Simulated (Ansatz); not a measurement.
`FBCF` → `BF` + `[CH]F` at 700 K and 1 bar (formal loss of a carbene).

Gas-phase electronic energies from Ansatz, PBE0-D4/def2-TZVP geometries. CBS: MP2 limit from def2 TZ/QZ plus the TZ coupled-cluster correction, frozen cores. This one scheme is used for every species. One conformer a species, not always the lowest.

```
species  CCSD(T)/CBS energy (Eh)  H − E (kJ/mol)  S (J/(mol·K))
 `FBCF`               -264.27174           168.2          361.4
   `BF`               -125.82039            88.4          262.0
`[CH]F`               -138.29972            58.3          255.7
```

H − E and S are ideal-gas, rigid-rotor, harmonic terms from PBE0-D4/def2-TZVP, for one conformer and one mirror image of each species. 1 Eh = 2625.50 kJ/mol, R = 8.31446 J/(mol·K).

By hand: ΔE, ΔH, ΔS and ΔG.

ΔE = (-125.82039) + (-138.29972) − (-264.27174) = 0.15163 Eh = 398.1 kJ/mol. Δ(H − E) = 88.4 + 58.3 − 168.2 = -21.5, so ΔH = 376.6 kJ/mol. ΔS = 262.0 + 255.7 − 361.4 = 156.3 J/(mol·K). ΔG = 376.6 − 700 × (156.3)/1000 = 267.2 kJ/mol.

By hand: the equilibrium constant, and the temperature at which ΔG would vanish if ΔH and ΔS stayed fixed.

log₁₀ K = −ΔG/(RT ln 10) = -19.9. ΔG = 0 at ΔH/ΔS = 2409 K.

The number of gas molecules changes by +1, which sets the sign of ΔS. A doubt of 5 kJ/mol in ΔE shifts log₁₀ K by 0.4 here. Other conformers and mirror images would add mixing entropy, several J/(mol·K) or more a flexible species. These are equilibria of isolated gas molecules and say nothing of rates. Largest T1 diagnostic: 0.018 (customary marks: 0.02 for closed shells, 0.045 for open ones).
